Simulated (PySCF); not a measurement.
## Polarisability and C₆ of V (vanadium, neutral)

[Ar] 3d3 4s2, high-spin 4F determinant. Calculation: PySCF 2.14, in aug-cc-pVTZ with one added diffuse shell each of s, p, d, f, g type (9s8p6d4f3g, 118 functions); the non-relativistic Hamiltonian (point nucleus). Coupled (time-dependent) response in atomic units; α is the mean over directions.

| method | mean α (bohr³) | C₆ (like pair) | S(−4) |
| --- | --- | --- | --- |
| BP86 | 89.87 | 960.8 | 4468 |

S(−4) is the Cauchy moment in α(ω) = α(0) + S(−4) ω² + …

Reference α: 87 ± 10 bohr³ (recommended; Schwerdtfeger and Nagle, table of static dipole polarizabilities (2023 update)). Published C₆: 832.0 (Chu and Dalgarno (2004); Tang, Norbeck and Certain (1976)).

α(iu) at BP86:

```json
{"u (hartree)": "0", "α(iu) (bohr³)": "89.87"}
{"u (hartree)": "0.0500", "α(iu) (bohr³)": "80.27"}
{"u (hartree)": "0.100", "α(iu) (bohr³)": "62.04"}
{"u (hartree)": "0.200", "α(iu) (bohr³)": "34.51"}
{"u (hartree)": "0.300", "α(iu) (bohr³)": "21.06"}
{"u (hartree)": "0.500", "α(iu) (bohr³)": "10.51"}
{"u (hartree)": "0.750", "α(iu) (bohr³)": "6.026"}
{"u (hartree)": "1.00", "α(iu) (bohr³)": "4.091"}
{"u (hartree)": "1.50", "α(iu) (bohr³)": "2.373"}
{"u (hartree)": "2.00", "α(iu) (bohr³)": "1.591"}
{"u (hartree)": "3.00", "α(iu) (bohr³)": "0.8712"}
{"u (hartree)": "5.00", "α(iu) (bohr³)": "0.3811"}
```

A single London oscillator, α(iu) = α/(1 + u²/ω²), gives C₆ = (3/4) ω α². Matching the computed C₆ needs ω = 4 × 960.8 / (3 × 89.87²) = 0.159 hartree.
